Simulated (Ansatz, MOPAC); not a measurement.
Molecule: H₂BO₂, charge 1, multiplicity 1. SMILES of the parent species: [B](O)O

Atoms: O1, B2, O3, H4, H5. Bonds: O1-B2, O1-H4, B2-O3, O3-H5.

Bond lengths (Å) and angles (degrees) optimised at AM1 with MOPAC; PM3 with MOPAC; HF/3-21G with Ansatz (a program for electronic structure); MP2/6-31G* with Ansatz, each started from the B3LYP-D3(BJ)/def2-TZVP structure (Ansatz) of the last column. A row stands for all coordinates that are equal there. 6-31G* holds six Cartesian d functions. No wavenumbers were computed at MP2/6-31G*, so these may be saddle points.

| coordinate | AM1 | PM3 | HF/3-21G | MP2/6-31G* | B3LYP-D3(BJ)/def2-TZVP |
|---|---|---|---|---|---|
| O1-B2 | 1.269 | 1.282 | 1.245 | 1.267 | 1.257 |
| O1-H4 | 0.987 | 0.957 | 0.960 | 0.978 | 0.970 |
| O1-B2-O3 | 167.8 | 156.5 | 179.9 | 172.2 | 173.0 |
| B2-O1-H4 | 111.7 | 122.8 | 179.6 | 133.1 | 134.7 |

Mean signed difference of all 4 bond lengths from B3LYP-D3(BJ)/def2-TZVP: AM1 0.014 Å, PM3 0.006 Å, HF/3-21G -0.011 Å, MP2/6-31G* 0.009 Å.
